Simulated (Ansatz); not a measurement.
`C[Si](C)(C)C#Cc1cnc(-c2cnc(-c3cnc(C#C[Si](C)(C)C)s3)s2)s1` with charge -1. Total charge -1; doublet. Geometry r2SCAN-D4/def2-SVP, that of the neutral singlet; atoms count from 1.

Cartesian coordinates in Å:
```
C -8.2163 3.2578 2.1052
Si -6.9690 4.6171 2.4580
C -6.9171 5.8478 1.0401
C -7.3717 5.4842 4.0746
C -5.2983 3.8484 2.6279
C -4.1834 3.3434 2.7581
C -2.9130 2.7746 2.9221
C -2.0635 2.8390 4.0265
N -0.8848 2.1960 3.9215
C -0.7558 1.6076 2.7481
C 0.4120 0.8523 2.3772
C 1.5381 0.6370 3.1680
N 2.5204 -0.1038 2.6191
C 2.2121 -0.4937 1.3988
C 3.0830 -1.2976 0.5827
C 4.3422 -1.7680 0.9535
N 4.9987 -2.5076 0.0396
C 4.2953 -2.6463 -1.0677
C 4.6913 -3.3580 -2.2148
C 5.0328 -3.9791 -3.2194
Si 5.6194 -4.9327 -4.6930
C 5.9676 -6.6919 -4.1383
C 4.2693 -4.8947 -5.9966
C 7.1850 -4.1119 -5.3249
S 2.7246 -1.8325 -1.0250
S 0.6334 0.0591 0.8473
S -2.1298 1.8243 1.6789
H -8.2426 2.5183 2.9214
H -7.9716 2.7227 1.1737
H -9.2294 3.6801 1.9968
H -6.1746 6.6401 1.2261
H -7.9009 6.3287 0.9081
H -6.6522 5.3540 0.0916
H -7.3816 4.7744 4.9171
H -6.6319 6.2681 4.3025
H -8.3649 5.9610 4.0219
H -2.3228 3.3779 4.9407
H 1.6312 1.0411 4.1779
H 4.7836 -1.5558 1.9294
H 6.3338 -7.2986 -4.9834
H 5.0599 -7.1742 -3.7422
H 6.7339 -6.7144 -3.3471
H 4.0400 -3.8628 -6.3068
H 4.5841 -5.4549 -6.8930
H 3.3384 -5.3506 -5.6234
H 7.5807 -4.6556 -6.1991
H 6.9966 -3.0703 -5.6297
H 7.9679 -4.1001 -4.5499
```

Single mean-field runs in def2-TZVP are fitted with def2-universal-jkfit.

Q: Estimate the Mulliken populations of the heavy atoms from the PBE0/def2-TZVP orbitals of Ansatz.

A: 
```csv
atom,charge (e),spin (α − β)
C1,-0.48,0.00
Si2,0.35,0.01
C3,-0.48,0.00
C4,-0.49,0.00
C5,-0.03,0.08
C6,0.04,-0.04
C7,-0.24,0.11
C8,-0.13,-0.04
N9,-0.23,0.05
C10,0.12,0.05
C11,-0.01,0.06
C12,-0.15,0.03
N13,-0.22,0.00
C14,0.11,0.15
C15,-0.01,-0.01
C16,-0.17,0.10
N17,-0.20,-0.05
C18,-0.21,0.19
C19,-0.02,-0.07
C20,0.03,0.15
Si21,0.35,0.01
C22,-0.48,0.00
C23,-0.49,0.00
C24,-0.48,0.00
S25,-0.04,0.07
S26,-0.08,0.09
S27,-0.03,0.07
```
Mulliken values depend strongly on the basis.

Q: Where does the spin sit?

A: Summed by element: C 0.76, Si 0.02, N 0.00, S 0.23, H 0.00, of 1 unpaired in all. Largest on single atoms: C18 0.19, C20 0.15, C14 0.15.

Q: And the Mayer bond orders between heavy atoms (over 0.3)?

A: C1–Si2 0.99 (1.88 Å); Si2–C3 0.99 (1.88 Å); Si2–C4 0.99 (1.88 Å); Si2–C5 1.05 (1.85 Å); C5–C6 2.54 (1.23 Å); C6–C7 1.20 (1.40 Å); C7–C8 1.48 (1.39 Å); C7–S27 1.23 (1.75 Å); C8–N9 1.45 (1.35 Å); N9–C10 1.48 (1.32 Å); C10–C11 1.10 (1.44 Å); C10–S27 1.27 (1.75 Å); C11–C12 1.43 (1.39 Å); C11–S26 1.18 (1.74 Å); C12–N13 1.48 (1.35 Å); N13–C14 1.48 (1.32 Å); C14–C15 1.09 (1.44 Å); C14–S26 1.22 (1.76 Å); C15–C16 1.44 (1.39 Å); C15–S25 1.21 (1.73 Å); C16–N17 1.48 (1.35 Å); N17–C18 1.43 (1.32 Å); C18–C19 1.39 (1.41 Å); C18–S25 1.25 (1.77 Å); C19–C20 2.57 (1.23 Å); C20–Si21 1.04 (1.85 Å); Si21–C22 0.99 (1.88 Å); Si21–C23 0.99 (1.88 Å); Si21–C24 0.99 (1.88 Å).
